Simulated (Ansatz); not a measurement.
`CC[SiH2]C` + H₂O → `CC[SiH2]O` + CH₄ at 400 K and 1 bar (formal hydrolysis of the Si–C bond).

Isolated molecules relaxed with PBE0-D4/def2-TZVP in Ansatz; ΔE leaves out vibrations. CCSD(T)/CBS is the MP2 limit (def2-TZVPP, def2-QZVPP) plus CCSD(T) − MP2 in def2-TZVPP, frozen cores. This one scheme is used for every species. One conformer a species, not always the lowest.

```csv
species,CCSD(T)/CBS energy (Eh),H − E (kJ/mol),S (J/(mol·K))
`CC[SiH2]C`,-409.27248,345.9,372.6
H₂O,-76.37941,69.8,198.6
`CC[SiH2]O`,-445.22590,284.8,364.4
CH₄,-40.46206,131.3,197.2
```

H − E and S are ideal-gas, rigid-rotor, harmonic terms from PBE0-D4/def2-TZVP, for one conformer and one mirror image of each species. 1 Eh = 2625.50 kJ/mol, R = 8.31446 J/(mol·K).

Question: By hand: ΔE, ΔH, ΔS and ΔG.

Answer: ΔE = (-445.22590) + (-40.46206) − (-409.27248) − (-76.37941) = -0.03607 Eh = -94.7 kJ/mol. Δ(H − E) = 284.8 + 131.3 − 345.9 − 69.8 = 0.4, so ΔH = -94.3 kJ/mol. ΔS = 364.4 + 197.2 − 372.6 − 198.6 = -9.6 J/(mol·K). ΔG = -94.3 − 400 × (-9.6)/1000 = -90.5 kJ/mol.

Question: By hand: the equilibrium constant, and the temperature at which ΔG would vanish if ΔH and ΔS stayed fixed.

Answer: log₁₀ K = −ΔG/(RT ln 10) = 11.8. ΔG = 0 at ΔH/ΔS = 9823 K, far beyond where these terms or the molecules hold.

The number of gas molecules stays the same, so ΔS is small and ΔH decides. A doubt of 5 kJ/mol in ΔE shifts log₁₀ K by 0.7 here. Other conformers and mirror images would add mixing entropy, several J/(mol·K) or more a flexible species. These are equilibria of isolated gas molecules and say nothing of rates. Largest T1 diagnostic: 0.010 (customary marks: 0.02 for closed shells, 0.045 for open ones).
